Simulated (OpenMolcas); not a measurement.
**Lines of Sb3+: computed and rescaled rates**

```
Program             : OpenMolcas
Method              : MS-CASPT2, IPEA 0.25 Eh, imaginary shift 0.1 Eh (closed shells correlated: 4d)
Basis               : ANO-RCC-VTZP [7s6p4d2f1g]
Scalar Hamiltonian  : DKH2, point nucleus
Active space        : 2 electrons in 8 orbitals (5s 5p 6s 6p)
State averaging     : 2S+1 = 3 even, 3 roots; 2S+1 = 1 even, 7 roots; 2S+1 = 3 odd, 3 roots; 2S+1 = 1 odd, 3 roots
Spin-orbit coupling : RASSI with atomic mean-field integrals over the reference wave functions, term energies averaged over their components
```

Rates come from the transition moments of the reference wave functions (E1 and E2 in the length form). At fixed line strength A goes as λ^-3 for E1 and M1 and as λ^-5 for E2, so a rate at the computed wavelength can be rescaled to the measured one. Measured vacuum wavelengths follow from level energies in Moore, Atomic Energy Levels, vol. III, NSRDS-NBS 35 (1971 reprint of NBS Circular 467, 1958). Branching counts decays inside the model space alone, at computed energies, and the table is only a selection of the E1 lines, drawn from those between levels with measured partners whose computed energy lies within a factor of 1.5 of the measured one.

```tsv
Upper	Lower	Type	λ computed (nm)	λ measured (nm)	A computed (s-1)	A rescaled (s-1)	Branching %
5p² ³P₀	5s 5p ³P°₁	E1	115.2	117.1	4.05e+09	3.86e+09	100.0
5p² ³P₂ [59 %]	5s 5p ³P°₂	E1	108.4	109.9	2.18e+09	2.09e+09	58.8
5p² ³P₁	5s 5p ³P°₂	E1	117.8	119.3	1.60e+09	1.54e+09	36.6
5p² ¹D₂ [59 %]	5s 5p ³P°₂	E1	116.8	119.9	1.22e+09		43.7
5p² ³P₁	5s 5p ³P°₁	E1	111	111.5	1.14e+09	1.12e+09	25.9
5p² ³P₂ [59 %]	5s 5p ¹P°₁	E1	143.5	148	9.64e+08		26.0
5p² ¹D₂ [59 %]	5s 5p ¹P°₁	E1	158.7	166.7	8.07e+08	6.96e+08	28.9
5p² ¹D₂ [59 %]	5s 5p ³P°₁	E1	110.1	112	7.66e+08		27.4
5p² ³P₂ [59 %]	5s 5p ³P°₁	E1	102.6	103.3	5.62e+08	5.51e+08	15.2
```

Spin-changing lines and M1 lines between different terms are not rescaled, since their strength hangs on the term gaps too.

The largest correction is for 5p² ¹D₂ [59 %] → 5s 5p ¹P°₁ (E1): 8.07e+08 × (158.7 / 166.7)^3 = 6.96e+08 s-1, a factor of 0.86.

The computed rate and branching of 5p² ³P₀ → 5s 5p ³P°₁ give the upper level a radiative lifetime of 1.000 / 4.05e+09 s-1 = 2.47e-10 s, counting decays inside the model space alone. The rescaled rate gives about 2.6e-10 s.

The computed order of these levels differs from the measured one in 1 place, and where term gaps are wrong the rates of spin-changing lines can be off by large factors.

No measured rate stands beside these. Rescaling mends the energy factor alone: line strengths can still be far off where a level mixes with configurations outside the active space, and weak or spin-changing lines hang on small mixing coefficients that depend on the term gaps too, so rescaling need not improve them.

Term energies are means over components that CASPT2 splits; among the terms shown or strongly mixed into the levels shown the widest spread is 270 cm-1 (5p² ¹D). Over all roots computed the reference weight is 0.88 to 0.95; the roots of lowest weight are the least certain, and an intruder state may touch them. Active for correlation alone: 6p 6s; no level in the range computed is led by a configuration that fills them, so any true level of that kind is missing. The ¹D term of p² mixes with s d, which this space lacks. Computed and measured levels are paired by configuration, term and J; levels that our copy of the source lacks, or whose pairing is in doubt (as where it misses far off the trend of its configuration), stay unpaired. Only configurations of the active space appear.

A share in square brackets marks a mixed level and gives the weight of the term that names it. ° marks odd parity.
